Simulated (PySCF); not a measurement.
**Correlation energy of He (helium, neutral)**

1s2, closed-shell 1S. Computed with PySCF 2.14 in pcseg-2 (3s2p1d, 14 functions), with the non-relativistic Hamiltonian (point nucleus). Frozen: nothing; 2 electrons correlated.

Total MP2 correlation energy: -32.86 mhartree.

Same-spin part 0.00 and opposite-spin part -32.86 mhartree; SCS-MP2 scales them by 1/3 and 6/5 to -39.43 mhartree.

With two correlated electrons CCSD is exact within the correlated space (frozen core and kept virtual orbitals).

| level | correlation energy (mhartree) |
| --- | --- |
| CCSD | -38.83 |

Diagnostics: T1 = 0.0014, D1 = 0.0020, largest double amplitude 0.046.

Cost of the coupled-cluster step: 0.05 s of wall time on 1 thread of Neoverse-N1 (shared host), for 2 correlated electrons.
